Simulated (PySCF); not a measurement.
C3H6, SMILES C1CC1. Atoms are numbered in the order given.

```xyz
9

C      0.8643     0.0000     0.0000
C     -0.4322    -0.7485     0.0000
C     -0.4322     0.7485     0.0000
H      1.4516     0.0000     0.9097
H      1.4516     0.0000    -0.9097
H     -0.7258    -1.2571    -0.9097
H     -0.7258    -1.2571     0.9097
H     -0.7258     1.2571     0.9097
H     -0.7258     1.2571    -0.9097
```

Geometry optimised at PBE0-D3(BJ)/def2-TZVP.

Calculation: B3LYP/pcJ-1 in PySCF.

Isotropic couplings with Fermi-contact, spin-dipole and both spin-orbit terms, one fixed conformer, no vibrational averaging. Isotopes: 13C, 1H.

| pair | bonds apart | J (Hz) |
|---|---|---|
| C1–C2 | 1 | 14.9 |
| C1–C3 | 1 | 14.9 |
| C1–H4 | 1 | ___ |
| C1–H5 | 1 | ___ |
| C2–C3 | 1 | 14.9 |
| C2–H6 | 1 | ___ |
| C2–H7 | 1 | ___ |
| C3–H8 | 1 | ___ |
| C3–H9 | 1 | ___ |
| C1–H6 | 2 | -2.0 |
| C1–H7 | 2 | -2.0 |
| C1–H8 | 2 | -2.0 |
| C1–H9 | 2 | -2.0 |
| C2–H4 | 2 | -2.0 |
| C2–H5 | 2 | -2.0 |
| C2–H8 | 2 | -2.0 |
| C2–H9 | 2 | -2.0 |
| C3–H4 | 2 | -2.0 |
| C3–H5 | 2 | -2.0 |
| C3–H6 | 2 | -2.0 |
| C3–H7 | 2 | -2.0 |
| H4–H5 | 2 | -4.9 |
| H6–H7 | 2 | -4.9 |
| H8–H9 | 2 | -4.9 |
| H4–H6 | 3 | ___ |
| H4–H7 | 3 | ___ |
| H4–H8 | 3 | ___ |
| H4–H9 | 3 | ___ |
| H5–H6 | 3 | ___ |
| H5–H7 | 3 | ___ |
| H5–H8 | 3 | ___ |
| H5–H9 | 3 | ___ |
| H6–H8 | 3 | ___ |
| H6–H9 | 3 | ___ |
| H7–H8 | 3 | ___ |
| H7–H9 | 3 | ___ |

**Question.** Complete the blanks. (The exact figures need the calculation; the answer reports its results.)

**Answer.** 
- C1–H4, J (Hz): 167.6
- C1–H5, J (Hz): 167.6
- C2–H6, J (Hz): 167.6
- C2–H7, J (Hz): 167.6
- C3–H8, J (Hz): 167.6
- C3–H9, J (Hz): 167.6
- H4–H6, J (Hz): 6.0
- H4–H7, J (Hz): 10.1
- H4–H8, J (Hz): 10.1
- H4–H9, J (Hz): 6.0
- H5–H6, J (Hz): 10.1
- H5–H7, J (Hz): 6.0
- H5–H8, J (Hz): 6.0
- H5–H9, J (Hz): 10.1
- H6–H8, J (Hz): 6.0
- H6–H9, J (Hz): 10.1
- H7–H8, J (Hz): 10.1
- H7–H9, J (Hz): 6.0
